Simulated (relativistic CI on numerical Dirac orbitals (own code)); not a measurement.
## Ni3+: L2,3 absorption edge

Computed with this model: Dirac-Coulomb-Breit CI, orbitals from a KLI potential per configuration, model QED, valence Slater integrals scaled by 0.9, multiplet model of core-to-valence dipole absorption; configurations [Ar] 3d7 → [He] 2s2 2p5 3s2 3p6 3d8; 300 K; Lorentzian 0.24 eV and Gaussian 0.3 eV FWHM. Energies are those of the free ion, without screening or charge transfer. The branching ratio is the share of the lower-energy edge in the whole absorption, uncertain by about 0.02 where the edges overlap. S is read from ⟨S²⟩ = S(S + 1).

Field parameters in Wybourne normalisation: D3d B²₀ = −7Dσ, B⁴₀ = −14Dq − 21Dτ, B⁴₃ = −14√(10/7) Dq. The field is a parameter set, without covalency.

Peaks in eV (height, largest 100): 855.0 (39), 856.2 (50), 856.8 (89), 857.5 (100), 858.3 (58), 859.0 (82), 859.8 (25), 860.9 (13), 861.4 (15), 862.1 (15), 862.9 (7), 873.2 (9), 873.9 (6), 874.8 (38), 875.7 (28), 876.3 (22), 878.0 (11), 878.9 (6).

Question: Which surroundings give this spectrum?
A. D3d, 10Dq = 11150, Dσ = 860, Dτ = -180 cm⁻¹
B. free ion
C. D3d, 10Dq = 11150, Dσ = -510, Dτ = -180 cm⁻¹
D. D3d, 10Dq = 11150, Dσ = 170, Dτ = -180 cm⁻¹

Answer: C. D3d, 10Dq = 11150, Dσ = -510, Dτ = -180 cm⁻¹, where the ground state has S = 1.50.
